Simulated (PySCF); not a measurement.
Working out the excitation energy of Sn

Sn [Kr] 4d10 5s2 5p2 (3P) → Sn [Kr] 4d10 5s1 5p2 6s1 (5P). Computed with PySCF 2.14 in aug-cc-pwCVDZ-PP with ECP28MDF (6s5p4d1f, 48 functions), with a scalar-relativistic core potential. Frozen: 4s2 4p6 4d10. Energies in hartree (1 hartree = 27.21139 eV):

```json
{"part": "UHF", "Sn (lower)": "-213.335733", "Sn (upper)": "-213.031156"}
{"part": "CCSD correlation", "Sn (lower)": "-0.051890", "Sn (upper)": "-0.017362"}
{"part": "(T)", "Sn (lower)": "-0.000945", "Sn (upper)": "-0.000153"}
```

Q: What does Hartree-Fock give?

A: (-213.031156) − (-213.335733) = 0.304577 hartree = 8.288 eV.

Q: What do CCSD and CCSD(T) give?

A: The CCSD correlation energies differ by 0.034528 hartree = 0.940 eV and the triples by 0.000792 hartree = 0.022 eV, so CCSD gives 9.228 eV and CCSD(T) 9.250 eV.

The upper state lies above the first ionisation limit, but in LS coupling its spin forbids autoionisation to the ground ion; at this Z spin-orbit coupling breaks that rule. A Rydberg-like electron needs more diffuse functions than a valence basis has.

A double-zeta basis recovers only part of the correlation energy.
